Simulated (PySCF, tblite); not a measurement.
A set of runs on `CC#C[C@@H](F)[CH2][GeH3]`; the geometry of each is named by its level. Settings lines and outputs come from a driver script.

Compound: C5H9FGe.
Atom-mapped SMILES: `[CH3:1][C:2]#[C:3][C@@H:4]([F:5])[CH2:6][GeH3:7]` (hydrogens: H8, H9, H10 on C1; H11 on C4; H12, H13 on C6; H14, H15, H16 on Ge7)

Step 1: GFN2-xTB geometry optimisation, gas phase (tblite 0.8.0) (from a force-field or distance-geometry start)
```json
{"job": {"kind": "relax", "xc": "GFN2-xTB", "basis": "xTB"}, "charge": 0, "multiplicity": 1}
```
```
step      E/eV     max force
  0    -595.08836    1.750
  1    -595.17510    3.473
  2    -595.25887    1.171
...
133    -595.42863    0.017
134    -595.42867    0.017
135    -595.42871    0.014
136    -595.42874    0.012
137    -595.42876    0.009
```

Energy lowered by 7.8 kcal/mol over 137 steps; largest atomic force 0.009 eV/Å at the end. «max force» is the largest atomic force in eV/Å.

Time: 1.4 s wall. Hardware: Arm Neoverse N1, one thread, on a shared host.

Step 2: GFN2-xTB harmonic vibrations, gas phase (tblite 0.8.0) (on the GFN2-xTB geometry)
```json
{"job": {"kind": "ir", "xc": "GFN2-xTB", "basis": "xTB"}, "charge": 0, "multiplicity": 1}
```
```
(table of modes left out)
```

42 modes from 14 to 3015 cm⁻¹ (unscaled, harmonic); zero-point energy 72.1 kcal/mol; all wavenumbers are real at this level.

The run took 0.81 s on an Arm Neoverse N1 with one thread (shared host).

Step 3: TDDFT CAM-B3LYP/def2-SVPD, vertical, gas phase, core orbitals frozen in the response (PySCF 2.14.0, density-fitted response routines) (on the GFN2-xTB geometry)
```json
{"job": {"kind": "uv", "xc": "CAM-B3LYP", "basis": "def2-SVPD", "nstates": 8, "ntriplets": 3}, "charge": 0, "multiplicity": 1}
```
```
...
Static polarisability (au): isotropic 92.180, principal 72.971 74.971 128.598
Singlet excitations
state   eV       nm        f      main configurations
  1   6.0999    203.3   0.00465   H->L+3 0.34, H->L 0.18, H->L+1 0.14
  2   6.6883    185.4   0.00678   H-1->L+3 0.17, H-1->L+2 0.12, H-1->L 0.10
  3   7.0344    176.3   0.01290   H-1->L+2 0.20, H-1->L+7 0.20, H-1->L+5 0.20
  4   7.0977    174.7   0.01360   H->L+1 0.54, H->L 0.28
  5   7.3887    167.8   0.01011   H-1->L+1 0.57, H-1->L 0.27
  6   7.9329    156.3   0.02647   H->L+2 0.43, H->L 0.24, H->L+4 0.09
  7   8.2148    150.9   0.34970   H-1->L 0.21, H-2->L 0.16, H->L+3 0.12
  8   8.4204    147.2   0.18546   H-1->L+2 0.20, H->L+3 0.18, H-1->L+4 0.15
Triplet excitations (Tamm-Dancoff, eV): 5.3379 5.6472 5.9138
```

HOMO -8.93 eV, LUMO 1.00 eV; lowest singlet 6.10 eV; lowest triplet 5.34 eV (Tamm–Dancoff); mean polarisability 92.2 au.

The run took 2.0 min of wall time on an Arm Neoverse N1 with one thread, on a shared host, and the process peaked at 1.1 GiB of memory.

Geometry of the electronic-property runs (GFN2-xTB):
```
atom  x, y, z in Å
C1     3.5801    0.2922   -0.4878
C2     2.1926    0.4186   -0.1084
C3     1.0487    0.5143    0.2389
C4    -0.3520    0.6349    0.5858
F5    -0.8823    1.8117    0.0361
C6    -1.1958   -0.5204    0.0694
Ge7   -3.0777    0.0858   -0.0046
H8     4.1804    1.0318    0.0410
H9     3.6856    0.4504   -1.5605
H10    3.9427   -0.7046   -0.2387
H11   -0.4714    0.7559    1.6713
H12   -0.8594   -0.8013   -0.9300
H13   -1.0620   -1.3866    0.7165
H14   -3.4464    0.7685    1.2721
H15   -3.9848   -1.0945   -0.1726
H16   -3.3059    1.0197   -1.1397
```

 (This holds for the electronic-property runs.)

One conformer stands for the species.
